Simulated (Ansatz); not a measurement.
```xyz
7

O    -0.473    1.777   -0.014
Zr   -0.322   -0.103   -0.049
F    -0.996   -0.851   -1.657
S     2.070   -0.562    0.104
Cl   -1.461   -1.096    1.752
H    -0.678    2.709   -0.003
H     1.859   -1.873   -0.133
```

Charge 0, multiplicity 1. Zr takes the def2 core potential.

(1) List the PBE0/def2-TZVPP orbital energies in eV (the Gaussian-basis code of Ansatz). (Estimate.)

Results:

(1) The calculation gave: Occupied: -2767.19, -2422.33, -673.71, -523.58, -259.05, -217.70, -197.27, -197.23, -197.22, -161.53, -161.41, -161.38, -60.04, -37.12, -36.56, -36.19, -31.42, -27.82, -22.37, -20.03, -15.12, -12.75, -12.28, -12.22, -11.55, -10.86, -10.59, -10.32, -9.57, -9.44, -8.82, -7.85. Lowest empty: -1.57, -1.44, -0.85, -0.66, -0.45, -0.10, 0.36, 0.95.
